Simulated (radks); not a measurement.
Dy LVI, configuration [Ne] 3s1. All-electron calculation, Dirac Kohn-Sham, PBEsol, spin-unpolarised, spherical densities, point nucleus. Program: a radial shooting solver on a logarithmic mesh with Libxc functionals.

Radial electron density D(r) = 4 pi r^2 rho(r):

```
   r/bohr * D(r) (the largest magnitude, 97.1, reaches the edge; | marks zero)
 0.002236 |        *
 0.002775 |            *
 0.003444 |                *
 0.004274 |                     *
 0.005305 |                           *
 0.006584 |                                  *
 0.008106 |                                        *
  0.01006 |                                             *
  0.01249 |                                                 *
   0.0155 |                                                 *
  0.01923 |                                              *
  0.02387 |                                          *
  0.02963 |                                        *
  0.03677 |                                         *
  0.04563 |                                               *
  0.05664 |                                                      *
  0.07029 |                                                      *
  0.08724 |                                            *
   0.1083 |                            *
   0.1344 |              *
   0.1668 |      *
    0.207 |   *
   0.2569 |  *
   0.3188 |*
   0.3957 *
   0.4911 *
   0.6095 *
```

D(r) has 2 maxima, at r = 0.0142, 0.0639 bohr, and minima at 0.0308 bohr, inside which lie 2.12 electrons.
